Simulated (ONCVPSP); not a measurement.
Scattering properties, ONCV potential for Al

ONCVPSP 4.0.1 input, shortened (lines: element, Z, core and valence counts, functional; n l f; lmax; l rc ep ncon nbas qcut; lloc lpopt rc5 dvloc0; l nproj debl; icmod fcfact rcfact), PBE, scalar-relativistic:

```
  Al 13.00    1    4        4      upf
    1    0    2.00
    2    0    2.00
    2    1    6.00
    3    0    2.00
    3    1    1.00
    2
    0    0.95    0.00    3    6   15.90
    1    1.30    0.00    3    6   10.70
    2    1.10    0.24    4    8   10.30
    4    5    0.65    0.00
    0    2    3.90
    1    3    1.30
    2    2    3.90
    3    6.00    1.25
```

The phase is arctan(r·R′/R) of the radial function R(r), unwrapped; energies in Ha, scanned from -5 to 5 Ha. A pole is an energy at which the radial function vanishes at the test radius. The pseudo phase is shifted by a multiple of π to meet the all-electron one at the reference energy, and phase errors are pseudo minus all-electron; the curves can meet again beyond the range given. Levels narrower than the energy grid can be missing from the lists of poles.

Question: For each channel, where are the poles, and over which energies does the pseudopotential scatter like the atom?

Answer:

| channel | radius (bohr) | reference energy (Ha) | poles, all-electron | poles, pseudo | unbroken range about the reference energy with phases within 0.05 rad | phase error 1 Ha above the reference energy (rad) |
| --- | --- | --- | --- | --- | --- | --- |
| s | 0.96 | -0.28 | -2.41 | -2.41 | the whole range | +0.000 |
| p | 1.32 | -0.10 | -2.29 | -2.29 | the whole range | -0.000 |
| d | 1.12 | 0.24 | none | none | the whole range | +0.000 |

Phases in the d channel:

```
E (Ha)  all-electron  pseudo
 -4.96         1.218   1.218
 -4.72         1.209   1.209
 -4.48         1.199   1.199
 -4.24         1.188   1.188
 -4.00         1.176   1.176
 -3.76         1.163   1.163
 -3.52         1.149   1.149
 -3.28         1.133   1.133
 -3.04         1.116   1.116
 -2.80         1.098   1.098
 -2.56         1.077   1.077
 -2.32         1.055   1.055
 -2.08         1.029   1.029
 -1.84         1.001   1.001
 -1.60         0.968   0.968
 -1.36         0.931   0.931
 -1.12         0.889   0.889
 -0.88         0.841   0.841
 -0.64         0.784   0.784
 -0.40         0.717   0.717
 -0.16         0.639   0.639
  0.08         0.547   0.547
  0.32         0.438   0.438
  0.56         0.312   0.312
  0.80         0.168   0.168
  1.04         0.008   0.009
  1.28        -0.159  -0.159
  1.52        -0.327  -0.327
  1.76        -0.486  -0.486
  2.00        -0.631  -0.631
  2.24        -0.757  -0.757
  2.48        -0.866  -0.866
  2.72        -0.959  -0.959
  2.96        -1.038  -1.038
  3.20        -1.105  -1.105
  3.44        -1.163  -1.163
  3.68        -1.213  -1.213
  3.92        -1.256  -1.256
  4.16        -1.294  -1.294
  4.40        -1.328  -1.328
  4.64        -1.359  -1.359
  4.88        -1.386  -1.386
```
